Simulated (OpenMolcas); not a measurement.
Cu2+: moving the ligands

Cu2+ with 6 ligands (water) in trigonal prismatic coordination (D3h) at 2.09 Å, a polar angle of 47.1° against the regular 49.1°. Ligand basis ANO-RCC-VDZP.

* Program: OpenMolcas
* Method: SS-CASPT2, IPEA 0.25 Eh, imaginary shift 0.1 Eh (closed shells correlated: 3s 3p and the ligand valence shells)
* Basis: ANO-RCC-VTZP [6s5p3d2f1g]
* Scalar Hamiltonian: DKH2, point nucleus
* Active space: 9 electrons in 5 orbitals (3d)
* State averaging: 2S+1 = 2 even, 5 roots
* Spin-orbit coupling: RASSI with atomic mean-field integrals over the reference wave functions

Runs around this geometry, states. Energies in cm-1 above the lowest state or level, χT in cm3 K/mol.

| R (Å) | Polar angle / regular | Ground state | First state of that spin | First gap with spin-orbit (degeneracies) | χT at 300 K |
| --- | --- | --- | --- | --- | --- |
| 2.09 | 0.96 | 2S+1 = 2 | 4170 | 670 (2, 2) | 0.757 |
| 2.19 | 0.96 | 2S+1 = 2 | 2930 | 590 (2, 2) | 0.835 |
| 2.09 | 1.056 | 2S+1 = 2 | 4210 | 680 (2, 2) | 0.759 |

Roots that are degenerate in the reference are averaged as groups; the widest CASPT2 spread within a group is 68 cm-1 (the 2-fold group of multiplicity 2 near 4940 cm-1 above the lowest state of its run, R = 2.09, ratio = 1.056). Shifts and gaps below about the spread of the groups concerned are not significant. Over all roots computed the reference weight is 0.70 in R = 2.09 in ratio = 0.96, 0.70 in R = 2.19 in ratio = 0.96, 0.70 in R = 2.09 in ratio = 1.056; a low but even weight reflects the number of correlated electrons. An orbital doublet at a regular site is open to a Jahn-Teller distortion, which this geometry leaves out. A single d shell leaves out the double-shell effect, which counts most for late 3d ions, where the CASPT2 field can be off either way by tens of per cent. Ligand-to-metal charge-transfer states are missing. Free-ion shares, where given, are those of the reference states; single-state CASPT2 does not remix them. No measured value stands beside these numbers; the geometry was imposed, not optimised, and the real ion may take another.

A state without a sure symmetry label is named by its multiplicity alone.
